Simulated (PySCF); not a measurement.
sulfur tetrafluoride (F4S), SMILES FS(F)(F)F. Atoms are numbered in the order given.

```xyz
5

F      1.2204     0.0000    -0.6181
S      0.0000     0.0000     0.3866
F      0.0000     1.6541     0.2744
F      0.0000    -1.6541     0.2744
F     -1.2204     0.0000    -0.6181
```

Geometry: PBE0-D3(BJ)/def2-SVP.

Method: B3LYP/pcJ-1 run with PySCF.

Isotropic couplings with Fermi-contact, spin-dipole and both spin-orbit terms, one fixed conformer, no vibrational averaging. Isotopes: 19F.

Computed spin–spin coupling constants:
```
pair   bonds apart  J (Hz)
-----  -----------  ------
F1–F3            2  -135.0
F1–F4            2  -135.0
F1–F5            2   296.4
F3–F4            2   288.5
F3–F5            2  -135.0
F4–F5            2  -135.0
```
